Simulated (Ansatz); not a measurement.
The same path of CH5ClMgO (9 atoms, charge 0, multiplicity 1) was run twice with different band settings.

These are results of RKS B3LYP-D4/def2-SVPD (Ansatz), not measurements.

Relaxed end points:

```xyz
9
Properties=species:S:1:pos:R:3
Mg -0.602 0.268 0.271
O -0.067 0.969 -1.623
C 0.629 -1.133 1.212
H -0.750 1.606 -1.891
Cl -2.434 1.638 0.137
H 0.605 0.887 -2.308
H 0.080 -2.050 1.486
H 1.471 -1.445 0.570
H 1.069 -0.741 2.145
```

```xyz
9
Properties=species:S:1:pos:R:3
Mg -0.657 0.193 0.227
O -0.001 1.072 -1.550
C 0.613 -1.155 1.197
H -0.713 1.660 -1.853
Cl -2.592 1.395 -0.026
H 0.747 1.102 -2.157
H 0.078 -1.794 1.919
H 1.113 -1.832 0.483
H 1.412 -0.642 1.760
```

Common settings: movable images 5; climbing image yes; spring 5.0 eV/Å²; optimiser quadratic models (default); start path through a guess of the saddle point; iteration limit 60; end points relaxed.

| run | force threshold |
| --- | --- |
| 1 | 0.05 eV/Å |
| 2 | 0.2 eV/Å |

What does each run give, and how far can it be trusted?

Run 1: converged after 35 iterations, highest image 0.000 eV above the first end. The highest image is an end point: on this band no image between the ends rises above it.
Run 2: converged after 25 iterations, highest image 0.004 eV above the first end. The threshold of 0.2 eV/Å is loose, so the images may lie well off the minimum-energy path. The top lies less than 8 meV above the higher end, about what the thresholds resolve: the motion is nearly free. The order of the stationary point at the top wasn't checked.
